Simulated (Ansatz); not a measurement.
Species: SF2, charge 1, doublet. SF2+ (parent SMILES FSF, doublet).
B3LYP-D3(BJ)/def2-TZVP minimum from Ansatz (a program for electronic structure):
```
S
F 1 1.5173
F 1 1.5173 2 102.06
```
Charge +1, spin multiplicity 2.

Hartree-Fock and CCSD(T) correlation energies in hartree (Ansatz). UHF or UKS for unpaired electrons; spin-orbit terms are left out. Correlated methods leave the cores frozen. No relativity. The spin of F2S+ (parent SMILES FSF, doublet) was assumed, and the state is the lowest solution found for it.

```
basis        X       E(HF)  E(corr, CCSD(T))
-----------  -  ----------  ----------------
cc-pV(T+d)Z  3  -596.11121          -0.68269
cc-pV(Q+d)Z  4  -596.13501          -0.73999
cc-pV(5+d)Z  5  -596.14087          withheld
```

Fit E(corr) = E∞ + A/X³ to X = 3 and 4, predict X = 5, and compare with the run.

A = (-0.68269 - (-0.73999))/(1/27 - 1/64) = 2.6761; E∞ = -0.73999 - A/64 = -0.78180; at X = 5, E∞ + A/125 = -0.76039. The run gave -0.76157, 1.18 mEh below the prediction. The same form on X = 4 and 5 gives E∞ = -0.78421, 2.41 mEh below the first estimate.
